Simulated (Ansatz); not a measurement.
The cluster Mg₂Te₂. Total charge 0; singlet. Geometry relaxed at r2SCAN-D4/def2-SVP.

Cartesian coordinates in Å:
```
Mg 1.2144 -0.2705 0.6480
Mg -1.2144 0.2705 -0.6480
Te 1.1163 0.3620 -1.9411
Te -1.1163 -0.3621 1.9411
```

In the def2 sets Te takes a core potential; there is no spin–orbit coupling. The structure comes from a short search, and lower isomers may exist.

Q: Estimate the harmonic wavenumbers at RKS r2SCAN-D4/def2-SVP (Ansatz, unscaled). Is this a minimum?

A: 104, 136, 215, 280, 329, 349 cm⁻¹. Yes, no mode is imaginary beyond noise. Zero-point energy 8.4 kJ/mol. It took 29 s on 4 threads of Arm Neoverse V1 on a shared host.
